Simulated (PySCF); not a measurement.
Cl₂OTi, singlet, geometry from GFN2-xTB (such geometries of metal compounds can be far from the true shape); DF-R2SCAN/def2-TZVPPD (PySCF).

Input for PySCF:
```python
from pyscf import gto, scf, dft

mol = gto.Mole()
mol.atom = '''
    Ti   -0.449895   -0.185702   -0.412530
    Cl    1.641337    0.056302   -0.828724
    Cl   -0.519218   -0.379145    1.723544
    O    -1.147294    1.196723   -0.767036
'''
mol.basis = 'def2-tzvppd'
mol.charge = 0
mol.spin = 0
mol.verbose = 4
mol.max_memory = 1800
mol.build()

mf = dft.RKS(mol)
mf.xc = 'r2scan'
mf = mf.density_fit(auxbasis='def2-universal-jkfit')
mf.kernel()
```

What the program printed (banner, timings and long lists left out):

```
PySCF version 2.14.0

[INPUT] verbose = 4
[INPUT] num. atoms = 4
[INPUT] num. electrons = 64
[INPUT] charge = 0
[INPUT] spin (= nelec alpha-beta = 2S) = 0
[INPUT] symmetry False subgroup None
[INPUT] Mole.unit = angstrom
[INPUT] Symbol           X                Y                Z      unit          X                Y                Z       unit  Magmom
[INPUT]  1 Ti    -0.449895000000  -0.185702000000  -0.412530000000 AA   -0.850178334811  -0.350925920784  -0.779568718167 Bohr   0.0
[INPUT]  2 Cl     1.641337000000   0.056302000000  -0.828724000000 AA    3.101677408115   0.106395360265  -1.566061392854 Bohr   0.0
[INPUT]  3 Cl    -0.519218000000  -0.379145000000   1.723544000000 AA   -0.981179818944  -0.716480211498   3.257026123637 Bohr   0.0
[INPUT]  4 O     -1.147294000000   1.196723000000  -0.767036000000 AA   -2.168071444357   2.261478716968  -1.449487967682 Bohr   0.0

nuclear repulsion = 336.202051895364
number of shells = 67
number of NR pGTOs = 313
number of NR cGTOs = 209
basis = def2-tzvppd
ecp = {}

******** <class 'pyscf.df.df_jk.DFRKS'> ********
method = DFRKS
initial guess = minao
damping factor = 0
level_shift factor = 0
DIIS = <class 'pyscf.scf.diis.CDIIS'>
diis_start_cycle = 1
diis_space = 8
diis_damp = 0
SCF conv_tol = 1e-09
SCF conv_tol_grad = None
SCF max_cycles = 50
direct_scf = False
XC library pyscf.dft.libxc version 7.1.2
    S. Lehtola, C. Steigemann, M. J. T. Oliveira, and M. A. L. Marques,  SoftwareX 7, 1–5 (2018)
XC functionals = r2scan
    J. W. Furness, A. D. Kaplan, J. Ning, J. P. Perdew, and J. Sun,  J. Phys. Chem. Lett. 11, 8208–8215 (2020)
    J. W. Furness, A. D. Kaplan, J. Ning, J. P. Perdew, and J. Sun,  J. Phys. Chem. Lett. 11, 9248–9248 (2020)
    J. W. Furness, A. D. Kaplan, J. Ning, J. P. Perdew, and J. Sun,  J. Phys. Chem. Lett. 11, 8208–8215 (2020)
    J. W. Furness, A. D. Kaplan, J. Ning, J. P. Perdew, and J. Sun,  J. Phys. Chem. Lett. 11, 9248–9248 (2020)
radial grids:
    Treutler-Ahlrichs [JCP 102, 346 (1995); DOI:10.1063/1.469408] (M4) radial grids

becke partition: Becke, JCP 88, 2547 (1988); DOI:10.1063/1.454033
pruning grids: <function nwchem_prune>
grids dens level: 3
symmetrized grids: False
atomic radii adjust function: <function treutler_atomic_radii_adjust>
small_rho_cutoff = 0
Set gradient conv threshold to 3.16228e-05
Initial guess from minao.
tot grids = 72752
init E= -1845.33820581657
  HOMO = -0.372114375310534  LUMO = -0.178215043683767  gap/eV = 5.27627
cycle= 1 E= -1844.84562794349  delta_E= 0.493  |g|= 1.37  |ddm|= 2.44
  HOMO = -0.263533479924975  LUMO = -0.238617116496012  gap/eV = 0.67801
cycle= 2 E= -1830.82167130812  delta_E=   14  |g|= 8.42  |ddm|= 3.26
  HOMO = -0.173133006800306  LUMO = -0.11966728123503  gap/eV = 1.45488
cycle= 3 E= -1843.58981680472  delta_E= -12.8  |g|= 3.02  |ddm|= 2.55
  HOMO = -0.251613338364052  LUMO = -0.161586545100219  gap/eV = 2.44975
cycle= 4 E= -1845.12388673219  delta_E= -1.53  |g|= 0.669  |ddm|= 1.13
  HOMO = -0.251935104083078  LUMO = -0.130948395754356  gap/eV = 3.29222
cycle= 5 E= -1845.09726956907  delta_E= 0.0266  |g|= 0.761  |ddm|= 0.643
  HOMO = -0.279902798148069  LUMO = -0.149372035504723  gap/eV = 3.55192
cycle= 6 E= -1845.20844275994  delta_E= -0.111  |g|= 0.189  |ddm|= 0.326
  HOMO = -0.284252337018164  LUMO = -0.148939847767341  gap/eV = 3.68204
cycle= 7 E= -1845.21483092512  delta_E= -0.00639  |g|= 0.0219  |ddm|= 0.0764
  HOMO = -0.286432140500547  LUMO = -0.151437951394076  gap/eV = 3.67338
cycle= 8 E= -1845.2148909473  delta_E= -6e-05  |g|= 0.0131  |ddm|= 0.0164
  HOMO = -0.286286750126099  LUMO = -0.15049494238556  gap/eV = 3.69508
cycle= 9 E= -1845.21492473221  delta_E= -3.38e-05  |g|= 0.00232  |ddm|= 0.0066
  HOMO = -0.286377820407843  LUMO = -0.150566574929453  gap/eV = 3.69561
cycle= 10 E= -1845.21492569776  delta_E= -9.66e-07  |g|= 0.00077  |ddm|= 0.00128
  HOMO = -0.286365364606916  LUMO = -0.150593567443166  gap/eV = 3.69454
cycle= 11 E= -1845.21492584057  delta_E= -1.43e-07  |g|= 0.000109  |ddm|= 0.000446
  HOMO = -0.286365513817356  LUMO = -0.150601157107149  gap/eV = 3.69434
cycle= 12 E= -1845.21492584281  delta_E= -2.24e-09  |g|= 2.89e-05  |ddm|= 6.89e-05
  HOMO = -0.286365131770304  LUMO = -0.15059959850393  gap/eV = 3.69437
cycle= 13 E= -1845.21492584297  delta_E= -1.64e-10  |g|= 7.97e-06  |ddm|= 1.61e-05
  HOMO = -0.286365415265688  LUMO = -0.150600134790914  gap/eV = 3.69436
Extra cycle  E= -1845.2149258428  delta_E= 1.65e-10  |g|= 3.07e-05  |ddm|= 1.79e-05
converged SCF energy = -1845.2149258428
```
